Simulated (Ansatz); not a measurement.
The same path of Cl3GeH + H3Si (9 atoms, charge 0, multiplicity 2) was run twice with different band settings. Lost on the way: Ge1–H2. Made: H2–Si6.

These are results of UHF/def2-SVP (Ansatz), not measurements.

Relaxed end points:

```xyz
9
Properties=species:S:1:pos:R:3
Ge 0.001 0.000 -0.991
H 0.000 0.000 0.521
Cl 2.003 0.000 -1.736
Cl -1.001 1.734 -1.736
Cl -1.000 -1.734 -1.736
Si 0.000 0.000 4.904
H -0.763 -1.187 5.353
H 1.409 -0.067 5.353
H -0.647 1.254 5.353
```

```xyz
9
Properties=species:S:1:pos:R:3
Ge 0.001 0.000 -1.066
H 0.000 0.000 2.881
Cl 2.020 0.000 -1.816
Cl -1.009 1.748 -1.816
Cl -1.008 -1.749 -1.816
Si 0.000 0.000 4.364
H -0.756 -1.176 4.851
H 1.396 -0.066 4.851
H -0.641 1.243 4.851
```

Common settings: movable images 5; climbing image yes; spring 5.0 eV/Å²; optimiser quadratic models (default); start path through a guess of the saddle point; end points relaxed.

| run | force threshold | iteration limit |
| --- | --- | --- |
| 1 | 0.05 eV/Å | 53 |
| 2 | 0.5 eV/Å | 60 |

(1) What does each run give, and how far can it be trusted?

Results:

(1) Run 1: converged after 13 iterations, highest image 0.618 eV above the first end. A vibrational analysis at the climbing image gives one clearly imaginary mode, 1536i cm⁻¹, and a faint second one (21i cm⁻¹) that may be numerical noise or a soft torsion: probably a first-order saddle point. Another band between the same ends, with other settings, climbed to 0.424 eV only, so this may not be the lowest route.
Run 2: converged after 7 iterations, highest image 0.424 eV above the first end. The threshold of 0.5 eV/Å is loose, so the images may lie well off the minimum-energy path. The order of the point at the top wasn't checked.
